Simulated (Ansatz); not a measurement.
`F[SiH](S)[GeH3]` + CH₄ → `C[SiH](F)[GeH3]` + H₂S  (formal exchange of groups at the Si–S bond)

Program: Ansatz. Geometries: PBE0-D4/def2-TZVP. ΔE: electronic, gas phase. CBS: MP2 limit from def2 TZ/QZ plus the TZ coupled-cluster correction, frozen cores. This one scheme is used for every species. DFT in def2-TZVPP. For Ge outer-core shells are correlated without core-valence functions, which leaves a few kJ/mol of doubt a bond. Scalar relativity is left out up to krypton. Each species was taken in one conformer, which may not be the lowest.

```json
{"level": "r2SCAN", "ΔE (kcal/mol)": "17.1"}
{"level": "PBE0", "ΔE (kcal/mol)": "16.5"}
{"level": "HF/def2-TZVPP", "ΔE (kcal/mol)": "15.3"}
{"level": "CCSD(T)/def2-TZVPP", "ΔE (kcal/mol)": "15.5"}
```

(1) What does CCSD(T)/CBS give? (An estimate is asked.)

Largest T1 diagnostic among the species: 0.012.

Answers

(1) Computed: +16.1 kcal/mol. The listed levels differ from it by 1.0, 0.4, -0.8, -0.6 kcal/mol.
